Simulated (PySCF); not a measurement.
Isomers of C6H12N2, from PBE0-D3(BJ)/def2-SVP geometry optimisation, gas phase in PySCF. One conformer each, no zero-point energy, no frequencies.

Question: Which isomer lies lowest at this level?
A. `C1CN2CCN1CC2` (triethylenediamine): A = 2688, B = 2533, C = 2532 MHz, dipole 0.00 D
B. `[CH3:1][CH2:2][CH2:3][N:4]1[CH2:5][CH2:6][CH:7]=[N:8]1` with C1–C2–C3–N4 177°, C2–C3–N4–C5 70°, C3–N4–C5–C6 160°, N4–C5–C6–C7 -23°, C5–C6–C7–N8 15°, C3–N4–N8–C7 -153°: A = 6182, B = 1059, C = 946.7 MHz, dipole 1.98 D
C. `[CH2:1]=[CH:2][CH2:3][N:4]([CH3:5])/[N:6]=[CH:7]\[CH3:8]` with C1–C2–C3–N4 136°, C2–C3–N4–C5 85°, C3–N4–N6–C7 -50°: A = 2163, B = 1987, C = 1230 MHz, dipole 1.55 D

Answer: A. That is triethylenediamine (`C1N2CCN(C1)CC2`), 8.7 kcal/mol below the next.

```json
{"SMILES": "C1CN2CCN1CC2", "mapped SMILES": "[CH2:1]1[CH2:2][N:3]2[CH2:4][CH2:5][N:6]1[CH2:7][CH2:8]2", "E (Eh)": "-344.69791", "relative (kcal/mol)": "0.0", "relative (kJ/mol)": "0.0", "dipole (D)": "0.00"}
{"SMILES": "CCCN1CCC=N1", "mapped SMILES": "[CH3:1][CH2:2][CH2:3][N:4]1[CH2:5][CH2:6][CH:7]=[N:8]1", "E (Eh)": "-344.68402", "relative (kcal/mol)": "8.7", "relative (kJ/mol)": "36.5", "dipole (D)": "1.98"}
{"SMILES": "C=CCN(C)/N=C\\C", "mapped SMILES": "[CH2:1]=[CH:2][CH2:3][N:4]([CH3:5])/[N:6]=[CH:7]\\[CH3:8]", "E (Eh)": "-344.63292", "relative (kcal/mol)": "40.8", "relative (kJ/mol)": "170.6", "dipole (D)": "1.55"}
```

As drawn, the highest has a C=N bond, an N–N linkage and a C=C bond outside aromatic rings, which the lowest lacks.
